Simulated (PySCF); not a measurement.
**Electron correlation in Sn (tin, neutral)**

[Kr] 4d10 5s2 5p1 5d1, one real determinant (an excited configuration). Computed with PySCF 2.14 in aug-cc-pVQZ-PP with ECP28MDF (7s7p5d3f2g, 92 functions), with scalar relativity through the core potential. Frozen: 4s2 4p6 4d10; 4 electrons correlated.

| level | correlation energy (mhartree) |
| --- | --- |
| CCSD | -61.14 |
| (T) | -5.25 |
| CCSD(T) | -66.39 |

Diagnostics: T1 = 0.054, D1 = 0.1498, largest double amplitude 0.279.

The real determinant used has ⟨L²⟩ near 8 against 12 for a pure F term, so it mixes terms. The outer electron is Rydberg-like, and this basis confines it to a smaller radius and binds it less than a complete one would. T1 exceeds 0.03, a sign that the reference determinant is poor. A double-excitation amplitude exceeds 0.15, a sign of near-degeneracy.

Cost of the coupled-cluster step: of the order of 24 core-seconds, for 4 correlated electrons.

Iterations:

```
CC2 = 0
CCSD nocc = (np.int64(3), np.int64(1)), nmo = (83, 83)
frozen orbitals [[0, 1, 2, 3, 4, 5, 6, 7, 8], [0, 1, 2, 3, 4, 5, 6, 7, 8]]
max_cycle = 100
direct = 0
conv_tol = 1e-08
conv_tol_normt = 1e-06
diis_space = 8
diis_start_cycle = 0
Init t2, MP2 energy = -0.0432355852223438
Init E_corr(UCCSD) = -0.0432355852258557
cycle = 1  E_corr(UCCSD) = -0.0514100435572317  dE = -0.00817445833  norm(t1,t2) = 0.0684441
cycle = 2  E_corr(UCCSD) = -0.054558963295876  dE = -0.00314891974  norm(t1,t2) = 0.0432117
cycle = 3  E_corr(UCCSD) = -0.058561447702485  dE = -0.00400248441  norm(t1,t2) = 0.0331369
cycle = 4  E_corr(UCCSD) = -0.0594943496096374  dE = -0.000932901907  norm(t1,t2) = 0.0204597
cycle = 5  E_corr(UCCSD) = -0.0608204452556724  dE = -0.00132609565  norm(t1,t2) = 0.0118306
cycle = 6  E_corr(UCCSD) = -0.060353925032181  dE = 0.000466520223  norm(t1,t2) = 0.00699638
cycle = 7  E_corr(UCCSD) = -0.0610674020214196  dE = -0.000713476989  norm(t1,t2) = 0.00586118
cycle = 8  E_corr(UCCSD) = -0.0607855272379589  dE = 0.000281874783  norm(t1,t2) = 0.00377778
cycle = 9  E_corr(UCCSD) = -0.0612040538167366  dE = -0.000418526579  norm(t1,t2) = 0.00255467
cycle = 10  E_corr(UCCSD) = -0.0611305863333049  dE = 7.34674834e-05  norm(t1,t2) = 0.00063923
cycle = 11  E_corr(UCCSD) = -0.0611388367056342  dE = -8.25037233e-06  norm(t1,t2) = 0.000156524
cycle = 12  E_corr(UCCSD) = -0.06113657430088  dE = 2.26240475e-06  norm(t1,t2) = 4.92697e-05
cycle = 13  E_corr(UCCSD) = -0.0611368340525251  dE = -2.59751645e-07  norm(t1,t2) = 1.68905e-05
cycle = 14  E_corr(UCCSD) = -0.0611367388516429  dE = 9.52008822e-08  norm(t1,t2) = 6.01249e-06
cycle = 15  E_corr(UCCSD) = -0.061136702618804  dE = 3.62328389e-08  norm(t1,t2) = 1.83188e-06
cycle = 16  E_corr(UCCSD) = -0.0611366877606608  dE = 1.48581432e-08  norm(t1,t2) = 5.63175e-07
cycle = 17  E_corr(UCCSD) = -0.0611366890211818  dE = -1.26052097e-09  norm(t1,t2) = 1.42232e-07
UCCSD converged
E(UCCSD) = -213.2001989482975  E_corr = -0.06113668902118175
UCCSD(T) correction = -0.00525377390748906
```

The reference is one real determinant that mixes LS terms of this configuration.
